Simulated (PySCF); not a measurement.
## Computed data sheet: `B[C@@H]1C[C@@H]1C1CC1`

Species: C6H11B.
Geometry (PBE0-D3(BJ)/def2-SVP, Å), atoms numbered from 1 in this order:
```xyz
18
C6H11B angstrom
B      2.1232    0.8634   -0.6650
C      1.6063    0.0088    0.4929
C      1.1485   -1.4222    0.1452
C      0.1453   -0.4435    0.5991
C     -0.9194    0.0722   -0.3117
C     -2.3571   -0.2374   -0.0093
C     -1.8385    1.1608    0.1574
H      1.5848    0.8199   -1.7495
H      3.0962    1.5721   -0.5352
H      2.1140    0.0825    1.4598
H      1.4788   -2.2124    0.8238
H      1.1478   -1.7032   -0.9118
H     -0.1875   -0.5506    1.6382
H     -0.6419    0.0930   -1.3692
H     -3.0285   -0.4480   -0.8457
H     -2.5741   -0.8167    0.8931
H     -1.6964    1.5372    1.1747
H     -2.1521    1.9228   -0.5608
```

Structural features include: three-coordinate boron and cyclopropane ring.

PBE0-D3(BJ)/def2-SVP geometry optimisation, gas phase (PySCF):

```yaml
Point_group: C1
Rotational_constants_A_B_C: 5.271, 1.775, 1.521 GHz
```

wB97X-D/def2-SVPD ground state, ΔSCF and vertical TDDFT (core frozen in the response) (PySCF):

```yaml
Dipole_moment: 1.22 D
HOMO_energy: -9.31 eV
LUMO_energy: 0.79 eV
HOMO–LUMO_gap: 10.10 eV
Lowest_singlet_excitation: 5.66 eV (219 nm, f = 0.010)
Strongest_line_among_the_10_lowest_singlet_transitions: S3 at 6.43 eV (193 nm, f = 0.121)
Lowest_triplet_excitation_Tamm–Dancoff: 5.20 eV
Static_isotropic_polarisability: 82.3 au
Vertical_ionisation_energy: 9.42 eV
Electronic_spatial_extent_⟨r²⟩_about_the_centre_of_nuclear_charge: 864 bohr²
```

PBE0/pcSseg-1 ground state and GIAO shieldings, non-relativistic (PySCF):

```yaml
Lowest_Hirshfeld_atomic_charge: -0.12 e on C2
Highest_Hirshfeld_atomic_charge: +0.13 e on B1
13C_chemical_shifts_computed_TMS_as_zero_by_class: 35.6 (C4), 24.9 (C2), 23.2 (C3), 14.6 (C5), 8.3 (C6), 5.9 (C7) ppm
1H_chemical_shifts_computed_TMS_as_zero_by_class: 7.31 (H8/H9), 1.45 (H11), 1.33 (H12), 1.31 (H10), 0.73 (H14), 0.68 (H13), 0.64 (H15), 0.41 (H18), 0.19 (H16), 0.16 (H17) ppm
Isotropic_shieldings_of_nuclei_other_than_C_and_H_by_class: 17 (B1) ppm
Mayer_bond_orders_between_heavy_atoms: B1–C2 1.06, C2–C3 0.89, C3–C4 0.98, C4–C5 1.00, C5–C6 0.95, C6–C7 0.97, C4–C2 0.87, C7–C5 0.95
```

**B3LYP/pcJ-1 indirect spin-spin coupling, non-relativistic, gas phase; spin–dipole term left out for some pairs (PySCF)**

```yaml
Largest_of_the_computed_one-bond_spin–spin_couplings_means_over_like_bonds: 13C–1H +173.9 (C3–H11), 13C–1H +171.1 (C3–H12), 13C–1H +169.4 (C7–H18), 13C–1H +169.0 (C6–H15), 13C–1H +167.2 (C5–H14), 13C–1H +167.0 (C6–H16), 13C–1H +166.9 (C7–H17), 13C–1H +164.5 (C4–H13) Hz
```

Monoisotopic mass (most abundant isotopes): 94.0954 u.

The polarisability is 12.20 Å³ as a volume (1 au = 0.148185 Å³), or 1.58 au for each of the 52 electrons. The largest Löwdin shares of the HOMO are 0.19 on C5, 0.17 on C4, 0.13 on C2 and 0.13 on C7. The ΔSCF ionisation energy exceeds −ε(HOMO) by 0.11 eV with wB97X-D. A dipole of 1.22 D is allowed in C1, and pure rotational transitions are dipole-allowed. With B = h/(8π²I), that is 505.379 GHz u Å² over I, the principal moments of inertia are 95.9, 284.8 and 332.3 u Å² (most abundant isotopes). In atomic units the dipole is 0.48 e·bohr (1 au = 2.5417 D). No computed singlet falls in the visible range (750 to 380 nm, 1.65 to 3.26 eV); S1 lies 2.40 eV above its blue end. The principal polarisabilities are 71.3, 80.6 and 95.1 au; their mean is the isotropic value.

 NMR classes are plain means over equivalent atoms (diastereotopic ones count apart unless rotation or inversion swaps them), as if these changed places fast; in this geometry the members of some classes differ.

One conformer stands for the species.
